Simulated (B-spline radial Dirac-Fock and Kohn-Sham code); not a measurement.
**Auger parameter of dysprosium: the L3 level and its strongest L3-MM line**

Method: relaxed Dirac-Fock hole states (ΔSCF) with Breit and QED corrections and a finite nucleus. Computed with a radial atomic solver. The modified Auger parameter α′ is the binding energy plus the kinetic energy of the Auger electron; it does not depend on the energy zero. For free ions it tends to fall with charge, since less charge screens the final holes.

```
            species          configuration  binding 2p3/2 (eV)  Auger line  kinetic (eV)  α′ (eV)
                 Dy          [Xe] 4f10 6s2              7792.0    M3M3 J=2        4386.6  12178.6
                 Dy       [Xe] 4f9 6s2 6p1              7804.5    M3M3 J=2        4369.6  12174.0
                 Dy              [Xe] 4f12              7776.8    M3M3 J=2        4413.1  12189.9
                Dy⁺          [Xe] 4f10 6s1              7799.1    M3M3 J=2        4378.2  12177.3
 Dy⁺ (Watson 2.4 Å)          [Xe] 4f10 6s1              7793.3    M3M3 J=2        4384.1  12177.4
 Dy⁺ (Watson 2.7 Å)          [Xe] 4f10 6s1              7793.9    M3M3 J=2        4383.5  12177.4
               Dy²⁺              [Xe] 4f10              7807.2    M3M3 J=2        4369.0  12176.2
Dy²⁺ (Watson 1.8 Å)              [Xe] 4f10              7791.3    M3M3 J=2        4384.9  12176.2
               Dy³⁺               [Xe] 4f9              7828.4    M3M3 J=2        4342.4  12170.8
Dy³⁺ (Watson 2.4 Å)               [Xe] 4f9              7810.4    M3M3 J=2        4360.4  12170.8
               Dy⁴⁺               [Xe] 4f8              7852.3    M3M3 J=2        4313.2  12165.5
               Dy⁵⁺  [Kr] 4d10 4f8 5s2 5p5              7870.6    M3M3 J=2        4294.6  12165.2
               Dy⁶⁺  [Kr] 4d10 4f8 5s2 5p4              7889.7    M3M3 J=2        4275.3  12165.0
               Dy⁷⁺  [Kr] 4d10 4f9 5s2 5p2              7901.8    M3M3 J=2        4268.0  12169.8
```
